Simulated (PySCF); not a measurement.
Isomers of C7H13F, mass 116.100 u with the commonest isotopes. Method: PySCF, PBE0-D3(BJ)/def2-SVP geometry optimisation, gas phase. One conformer each, none proved a minimum here; rigid rotors.

Question: Order these by out-of-plane moment Σ m c² = (Ia + Ib − Ic)/2, largest first.
A. `[CH3:1][C:2]([CH3:3])=[C:4]([CH3:5])[CH2:6][CH2:7][F:8]` with C2–C4–C6–C7 95°, C4–C6–C7–F8 176°
B. `CC(C)(C)[C@@H]1C[C@H]1F`
C. `[CH2:1]=[CH:2][CH2:3][C@@H:4]([CH2:5][CH3:6])[CH2:7][F:8]` with C1–C2–C3–C4 123°, C2–C3–C4–C5 172°, C3–C4–C5–C6 -68°, C3–C4–C7–F8 176°

Answer: B (62.89 u·Å²), A (22.92 u·Å²), C (20.88 u·Å²).

Question: Order these by dipole moment, largest first.
A. `[CH3:1][C:2]([CH3:3])=[C:4]([CH3:5])[CH2:6][CH2:7][F:8]` with C2–C4–C6–C7 95°, C4–C6–C7–F8 176°
B. `CC(C)(C)[C@@H]1C[C@H]1F`
C. `[CH2:1]=[CH:2][CH2:3][C@@H:4]([CH2:5][CH3:6])[CH2:7][F:8]` with C1–C2–C3–C4 123°, C2–C3–C4–C5 172°, C3–C4–C5–C6 -68°, C3–C4–C7–F8 176°

Answer: A (2.11 D), B (1.73 D), C (1.54 D).

| SMILES | point group | Ia (u·Å²) | Ib (u·Å²) | Ic (u·Å²) | κ | μa (D) | μb (D) | μc (D) |
| --- | --- | --- | --- | --- | --- | --- | --- | --- |
| CC(C)(C)[C@@H]1C[C@H]1F | C1 | 155.20 | 387.00 | 416.43 | -0.91 | 1.54 | 0.65 | 0.46 |
| CC(C)=C(C)CCF | C1 | 156.24 | 462.81 | 573.22 | -0.82 | 2.04 | 0.35 | 0.42 |
| C=CC[C@@H](CC)CF | C1 | 222.72 | 388.05 | 569.00 | -0.40 | 0.86 | 1.22 | 0.36 |
